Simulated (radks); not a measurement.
Task: Coulomb parameter of the 5d shell of the tungsten ion W3+ in the model configuration [Xe] 4f14 5d2 6s1, as a second difference U = [E(n + 1) + E(n - 1) - 2 E(n)] / (1)^2 with all orbitals relaxed. "Bare": the charge of the atom changes with n. "Screened": the 6s shell takes up the change at fixed total charge, which measures U(5d,5d) + U(6s,6s) - 2 U(5d,6s). All-electron calculation, scalar-relativistic Kohn-Sham, r2SCAN, spin-unpolarised, spherical densities, finite nucleus; meta-GGA in the generalised Kohn-Sham scheme; Fermi nuclear charge, rms radius 5.3658 fm. Program: a radial shooting solver on a logarithmic mesh with Libxc functionals. Estimate both.

Result: U(bare) = 12.062 eV, U(screened by 6s) = 0.564 eV, against the Slater integral F0(5d,5d) = 14.408 eV with frozen orbitals.
